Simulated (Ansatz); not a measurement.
A search over several starts for the lowest SCF solution of ReO3 at the given spin, in a small basis.

```yaml
crystal:
  periodic: [false, false, false]
  atoms:
    - {symbol: Re, position_ang: [-0.567833, 0.227455, 0.324136]}
    - {symbol: O, position_ang: [-1.217320, -1.207625, 0.923294]}
    - {symbol: O, position_ang: [0.515214, 0.375480, -1.229057]}
    - {symbol: O, position_ang: [1.269939, 0.604680, -0.018373]}
basis:
  gaussian: {orbitals: def2-SVP, initial_orbitals: start.molden}
magnetization: {spin_polarized: true, initial_magnetization: 1}
hamiltonian: {xc: pbe0, dispersion: d4}
output: {orbitals: {seedname: orbitals}}
```

The file start.molden holds the orbitals of an earlier run on this structure, at another level or in another basis.

```sh
$ ansatz run in.yaml --threads 4 --pin off --events-out ev --progress --plain --max-ram 3916MiB
```

It prints (some lines left out):

```
Functional definition: PBE0
702 factors; integrals over basis functions are off by at most 8.1e-4 eV
mean field evaluation 1: about -8255.7620 eV, gradient 1.5e1 eV
mean field evaluation 2: about -8256.0933 eV, gradient 4.9e-1 eV
mean field evaluation 4: about -8256.2852 eV, gradient 8.3e-2 eV
mean field evaluation 8: about -8256.2856 eV, gradient 3.3e-5 eV
mean field evaluation 16: about -8247.5500 eV, gradient 4.7e1 eV
mean field evaluation 32: about -8256.1968 eV, gradient 9.8e-2 eV
mean field evaluation 64: about -8256.2721 eV, gradient 1.2e-5 eV
mean field -8256.28564411 eV, -303.4129011097 hartree, gradient 8.5e-6 eV, S^2 1.367797; 9 other end points of the search recorded, 0 dependent functions left out
reference -8256.28567885 eV, -303.4129023863 hartree; 20, 19 occupied and 54, 55 virtual orbitals, 702 factors
Total energy: -8256.35673123 eV, -303.4155135132 hartree
```

Hardware: 4 threads of Arm Neoverse V1 on a shared host. Wall time 8.5 s.

Other converged states that the search met: 0.01 eV higher (⟨S²⟩ = 1.37).

In the def2 sets Re takes a core potential; there is no spin–orbit coupling. The structure holds one bond between oxygen atoms, so isomers without such links may lie far lower. The charge 0 doublet is spin-contaminated (final ⟨S²⟩ up to 1.37, 0.75 for a pure state). At PBE0-D4/def2-TZVP a quartet of charge 0 lies 0.44 eV below the doublet, each at its own geometry. The structure comes from a short search, and lower isomers may exist.
